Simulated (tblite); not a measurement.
Compound: C4H9BrOSi.
Numbering: `[CH2:1]=[CH:2][O:3][SiH2:4][C@@H:5]([CH3:6])[Br:7]` (hydrogens: H8, H9 on C1; H10 on C2; H11, H12 on Si4; H13 on C5; H14, H15, H16 on C6)

Computed with GFN2-xTB (tblite), gas phase: L-BFGS steps from a force-field or distance-geometry start until the largest atomic force falls under 0.01 eV/Å.

Step 32: E = -627.3043 eV
```
atom  x, y, z in Å  |  force x, y, z in eV/Å
C1      2.9473   -1.4186    0.5170    0.011  -0.022   0.004
C2      2.3102   -0.3536    0.0693   -0.042   0.016   0.016
O3      0.9611   -0.2775    0.0709   -0.033   0.014  -0.026
Si4    -0.0123    0.8930   -0.4875   -0.024   0.025   0.003
C5     -1.7758    0.2280   -0.2327   -0.040   0.036  -0.008
C6     -2.2094    0.0118    1.2017    0.016   0.004  -0.010
Br7    -2.8785    1.6573   -1.0376    0.013  -0.023   0.024
H8      2.4089   -2.2657    0.9002   -0.009  -0.035   0.016
H9      4.0179   -1.4672    0.5060    0.047  -0.001   0.009
H10     2.8294    0.5127   -0.3218   -0.043  -0.001  -0.002
H11     0.1154    2.1248    0.2942    0.031   0.003  -0.006
H12     0.2216    1.1544   -1.9079   -0.013  -0.010   0.002
H13    -2.0087   -0.6491   -0.8349    0.039  -0.006  -0.010
H14    -3.2788   -0.1976    1.2672    0.060  -0.005  -0.008
H15    -1.9934    0.8917    1.8063   -0.025  -0.020   0.002
H16    -1.6627   -0.8355    1.6145    0.010   0.026  -0.005
```

Step 33: E = -627.3050 eV
```
atom  x, y, z in Å  |  force x, y, z in eV/Å
C1      2.9434   -1.4197    0.5184    0.010  -0.017  -0.003
C2      2.3075   -0.3539    0.0701   -0.026   0.011   0.018
O3      0.9585   -0.2747    0.0713   -0.008   0.008  -0.031
Si4    -0.0124    0.8966   -0.4891   -0.012   0.014   0.007
C5     -1.7731    0.2290   -0.2326   -0.062   0.040  -0.022
C6     -2.2054    0.0112    1.2012    0.005   0.003   0.000
Br7    -2.8829    1.6528   -1.0377    0.015  -0.015   0.025
H8      2.4039   -2.2673    0.9001    0.007  -0.022   0.015
H9      4.0147   -1.4665    0.5072    0.024  -0.012   0.013
H10     2.8307    0.5105   -0.3211   -0.061  -0.003   0.003
H11     0.1157    2.1260    0.2938    0.034   0.028   0.002
H12     0.2192    1.1558   -1.9094   -0.006  -0.005  -0.010
H13    -2.0027   -0.6474   -0.8363    0.033  -0.026  -0.008
H14    -3.2738   -0.1991    1.2676    0.034  -0.018  -0.013
H15    -1.9928    0.8905    1.8069   -0.008   0.000   0.008
H16    -1.6583   -0.8350    1.6143    0.022   0.014  -0.004
```

Step 34: E = -627.3056 eV
```
atom  x, y, z in Å  |  force x, y, z in eV/Å
C1      2.9416   -1.4205    0.5192    0.004  -0.009  -0.007
C2      2.3047   -0.3546    0.0711   -0.007  -0.003   0.018
O3      0.9557   -0.2741    0.0712    0.009  -0.002  -0.029
Si4    -0.0128    0.8988   -0.4899   -0.001   0.006   0.006
C5     -1.7724    0.2313   -0.2329   -0.051   0.026  -0.026
C6     -2.2028    0.0113    1.2006   -0.003   0.003   0.007
Br7    -2.8866    1.6501   -1.0366    0.006   0.003   0.018
H8      2.4026   -2.2695    0.9002    0.023  -0.004   0.010
H9      4.0138   -1.4641    0.5078   -0.006  -0.020   0.015
H10     2.8297    0.5086   -0.3206   -0.069  -0.001   0.007
H11     0.1187    2.1260    0.2941    0.033   0.044   0.005
H12     0.2177    1.1551   -1.9106   -0.003   0.001  -0.015
H13    -1.9979   -0.6453   -0.8378    0.023  -0.034  -0.002
H14    -3.2701   -0.2003    1.2670   -0.001  -0.032  -0.014
H15    -1.9942    0.8898    1.8077    0.008   0.019   0.011
H16    -1.6553   -0.8338    1.6142    0.035   0.003  -0.005
```

Step 35: E = -627.3061 eV
```
atom  x, y, z in Å  |  force x, y, z in eV/Å
C1      2.9403   -1.4213    0.5199   -0.005   0.001  -0.009
C2      2.3021   -0.3555    0.0724    0.009  -0.019   0.014
O3      0.9532   -0.2739    0.0705    0.013  -0.013  -0.022
Si4    -0.0132    0.9009   -0.4905    0.006   0.005   0.005
C5     -1.7730    0.2341   -0.2338   -0.016   0.001  -0.019
C6     -2.2007    0.0115    1.2001   -0.009   0.003   0.009
Br7    -2.8909    1.6475   -1.0350   -0.006   0.023   0.006
H8      2.4022   -2.2717    0.9005    0.034   0.009   0.006
H9      4.0133   -1.4623    0.5087   -0.031  -0.023   0.016
H10     2.8274    0.5072   -0.3201   -0.065   0.004   0.010
H11     0.1227    2.1268    0.2945    0.029   0.048   0.002
H12     0.2168    1.1541   -1.9119   -0.002   0.006  -0.013
H13    -1.9933   -0.6438   -0.8392    0.012  -0.030   0.007
H14    -3.2668   -0.2018    1.2663   -0.030  -0.044  -0.010
H15    -1.9959    0.8896    1.8088    0.021   0.028   0.009
H16    -1.6519   -0.8326    1.6137    0.041   0.001  -0.009
```

Task: Estimate the geometry and energy of step 36. (The exact step hangs on the optimiser's Hessian estimate; all steps are aligned on step 35, rigid shifts and turns removed.)

Result: E = -627.3067 eV, largest force 0.068 eV/Å
```
atom  x, y, z in Å  |  force x, y, z in eV/Å
C1      2.9380   -1.4225    0.5208   -0.013   0.009  -0.008
C2      2.2997   -0.3562    0.0740    0.015  -0.029   0.004
O3      0.9510   -0.2728    0.0691    0.005  -0.023  -0.012
Si4    -0.0135    0.9041   -0.4914    0.008   0.007   0.003
C5     -1.7736    0.2368   -0.2352    0.025  -0.025  -0.002
C6     -2.1978    0.0115    1.1998   -0.013   0.003   0.005
Br7    -2.8968    1.6439   -1.0333   -0.017   0.039  -0.006
H8      2.4002   -2.2735    0.9011    0.037   0.015   0.003
H9      4.0114   -1.4629    0.5105   -0.044  -0.022   0.015
H10     2.8244    0.5059   -0.3193   -0.047   0.013   0.011
H11     0.1266    2.1296    0.2945    0.024   0.040  -0.007
H12     0.2160    1.1545   -1.9138   -0.003   0.011  -0.005
H13    -1.9877   -0.6434   -0.8405   -0.001  -0.017   0.017
H14    -3.2630   -0.2044    1.2659   -0.043  -0.053  -0.004
H15    -1.9963    0.8896    1.8100    0.027   0.025  -0.002
H16    -1.6464   -0.8315    1.6126    0.040   0.007  -0.015
```

The energy changes by -0.0006 eV. The first-order estimate −F·Δx gives -0.0008 eV and the mean of the old and new forces, exact on a quadratic surface, -0.0006 eV. The step makes an angle of 70° with the force vector and moves no atom by more than 0.007 Å.

The cost below is that of the whole relaxation. Time: 0.91 s. Hardware: one thread, Arm Neoverse N1 (aarch64), no GPU, on a shared host.
